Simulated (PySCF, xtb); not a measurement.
In(H)(F)(OH) (FH2InO), SMILES [OH][InH][F]. One conformer was computed; it need not be the lowest.

Harmonic wavenumbers (cm⁻¹) from GFN2-xTB (xtb) at its own minimum, in rising order: 114, 277, 327, 341, 369, 455, 727, 1678, 3568.

### Question
What does B3LYP-D3(BJ)/def2-TZVP (PySCF) give at its own minimum? (The exact figures need the calculation; the answer reports its results.)

### Answer
138, 351, 404, 431, 569, 609, 840, 1913, 3809. Paired by order, the mean absolute difference is 134 cm⁻¹ and the zero-point energies are 11.2 and 13.0 kcal/mol.
